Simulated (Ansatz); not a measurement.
Two members of one family (Series SnCl3X), computed with Ansatz in the gas phase; def2 core potentials for Sn, no spin–orbit coupling. The two geometries come from different levels. Binding counts from free atoms in the multiplicity of their measured ground term, without zero-point energy. Sets without diffuse functions give affinities that are too small. A dash marks a value that wasn't run or was left out as unsound. The structures are stationary points that may keep the symmetry of their start. Remarks come from the PBE and PBE0 runs and from stability tests at other levels; not every state was tested. A HOMO above zero means that the electron is unbound at that level and held by the basis, or that self-interaction error raises the level; the energy of removing that electron tells which. HOMO above LUMO (over both spins in singlets and doublets, within one spin in higher multiplets; at PBE or PBE0), or a gap under 0.15 eV within one spin, warns that the state may not be the lowest or that an electron is smeared out.

First: SnCl3(pyrrolidide) (singlet, charge 0, PBE-D4/def2-SVP geometry).

Cartesian coordinates in Å:
```
Sn -0.849 2.011 -0.430
Cl 1.382 2.844 -0.536
Cl -1.853 2.416 -2.522
Cl -1.956 3.182 1.285
N -1.052 -0.006 -0.029
C -0.464 -0.428 1.256
C 1.022 -0.760 0.976
C 1.064 -1.070 -0.548
C -0.400 -0.887 -1.015
H -1.014 -1.343 1.574
H -0.630 0.332 2.047
H 1.378 -1.606 1.597
H 1.662 0.114 1.212
H 1.727 -0.352 -1.072
H 1.441 -2.088 -0.768
H -0.514 -0.497 -2.047
H -0.944 -1.860 -0.982
```

```json
{"level": "PBE-D4/def2-SVP", "HOMO (eV)": "-5.95", "LUMO (eV)": "-3.58", "gap (eV)": "2.37", "vertical EA (eV)": "–", "vertical triplet (eV)": "–", "binding per atom (eV)": "4.02"}
{"level": "PBE-D4/def2-TZVP", "HOMO (eV)": "-6.12", "LUMO (eV)": "-3.75", "gap (eV)": "2.38", "vertical EA (eV)": "1.37", "vertical triplet (eV)": "2.77", "binding per atom (eV)": "3.99"}
{"level": "r2SCAN-D4/def2-TZVP", "HOMO (eV)": "-6.38", "LUMO (eV)": "-3.62", "gap (eV)": "2.76", "vertical EA (eV)": "–", "vertical triplet (eV)": "2.78", "binding per atom (eV)": "3.89"}
{"level": "PBE0-D4/def2-SVP", "HOMO (eV)": "-7.29", "LUMO (eV)": "-2.81", "gap (eV)": "4.47", "vertical EA (eV)": "–", "vertical triplet (eV)": "–", "binding per atom (eV)": "3.94"}
{"level": "PBE0-D4/def2-TZVP", "HOMO (eV)": "-7.38", "LUMO (eV)": "-2.92", "gap (eV)": "4.46", "vertical EA (eV)": "1.34", "vertical triplet (eV)": "2.89", "binding per atom (eV)": "3.91"}
```

Remarks: HOMO above zero (-1 doublet).

Second: SnCl3(OSiMe3) (singlet, charge 0, r2SCAN-D4/def2-SVP geometry).

```xyz
18

Sn   -0.417   -1.371    2.386
Cl   -2.598   -2.061    2.820
Cl    1.069   -2.928    3.269
Cl   -0.058    0.700    3.421
O    -0.145   -1.247    0.470
Si    0.085    0.078   -0.571
C    -1.314    1.297   -0.315
C     0.057   -0.661   -2.286
C     1.737    0.867   -0.179
H    -1.236    2.148   -1.013
H    -1.302    1.710    0.708
H    -2.295    0.820   -0.478
H    -0.909   -1.153   -2.488
H     0.214    0.113   -3.054
H     0.850   -1.418   -2.399
H     1.753    1.264    0.849
H     2.558    0.138   -0.275
H     1.952    1.705   -0.863
```

Q: What does the change do? Estimate second minus first.

A: 
| level | Δ HOMO (eV) | Δ LUMO (eV) | Δ gap (eV) | Δ vertical EA (eV) | Δ vertical triplet (eV) | Δ binding per atom (eV) |
| --- | --- | --- | --- | --- | --- | --- |
| PBE-D4/def2-SVP | -0.99 | -0.18 | 0.81 | – | – | -0.17 |
| PBE-D4/def2-TZVP | -0.96 | -0.17 | 0.79 | 0.10 | 1.00 | -0.14 |
| r2SCAN-D4/def2-TZVP | -1.02 | -0.15 | 0.87 | – | 1.32 | -0.08 |
| PBE0-D4/def2-SVP | -1.12 | -0.14 | 0.97 | – | – | -0.15 |
| PBE0-D4/def2-TZVP | -1.08 | -0.13 | 0.96 | 0.08 | 1.60 | -0.12 |

Remarks: HOMO above zero (-1 doublet), gap within one spin near zero at PBE or PBE0 (triplet).
